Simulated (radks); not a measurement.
The numbers below are computed, except where a source is named.
The nuclear charge of the terbium ion Tb+ is varied continuously with 64 electrons held in [Xe] 4f9 6s1. Code: a radial shooting solver on a logarithmic mesh with Libxc functionals. Model: Dirac Kohn-Sham, PBE, spin-unpolarised, spherical densities, point nucleus; open shells are shared between the two j in proportion to 2j + 1. By the Hellmann-Feynman theorem dE/dZ = E(electron-nucleus)/Z, the electronic potential at the nucleus.

Z     E (hartree)  E(electron-nucleus)/Z (hartree)   HOMO  e(HOMO) (eV)  <r> HOMO (bohr)
64.2  -11367.0095                         -435.431  4f7/2        -0.191            1.234
64.4  -11454.3036                         -437.501  4f7/2        -1.581            1.029
64.6  -11542.0088                         -439.549  4f7/2        -3.752           0.9761
64.8  -11630.1227                         -441.589  4f7/2        -6.265           0.9403
65    -11718.6443                         -443.627  6s1/2        -8.737            3.764
65.2  -11807.5733                         -445.663  6s1/2       -10.180            3.640
65.4  -11896.9094                         -447.698  6s1/2       -11.689            3.528
65.6  -11986.6526                         -449.734  6s1/2       -13.262            3.425
65.8  -12076.8030                         -451.770  6s1/2       -14.893            3.332
66    -12167.3608                         -453.808  6s1/2       -16.582            3.245

The central difference of E at Z = 65 is -443.627 hartree, to compare with the third column; the second derivative is -10.2 hartree. No converged solution with all levels bound was reached at Z = 64.
